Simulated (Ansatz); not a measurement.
Consider the ligand exchange at the Al–C bond: `C=[C](C)[AlH2]` + `OC[SiH2][SiH3]` → `[AlH2][O]C[SiH2][SiH3]` + `C=CC`.

Calculated with Ansatz (gas phase, PBE0-D4/def2-TZVP geometries, no zero-point term in ΔE). CBS: MP2 limit from def2 TZ/QZ plus the TZ coupled-cluster correction, frozen cores. DFT in def2-TZVPP. Each species was taken in one conformer, which may not be the lowest.

```csv
level,ΔE (kJ/mol)
r2SCAN-D4,-140.9
ωB97X-V,-139.9
PBE,-131.4
CCSD/def2-TZVPP,-142.6
HF/def2-QZVPP,-152.5
MP2/def2-QZVPP,-142.2
HF/CBS(def2),-152.7
MP2/CBS(def2),-141.8
```

What does CCSD(T)/CBS give? (An estimate is asked.)

The calculation gave: -140.3 kJ/mol. The listed levels differ from it by -0.6, 0.4, 8.9, -2.3, -12.2, -1.9, -12.4, -1.5 kJ/mol.

Largest T1 diagnostic among the species: 0.014.

In def2-TZVPP, CCSD(T) changes the Hartree–Fock value by +11.0 kJ/mol (the triples alone add +2.3 kJ/mol) and MP2 by +9.5 kJ/mol.
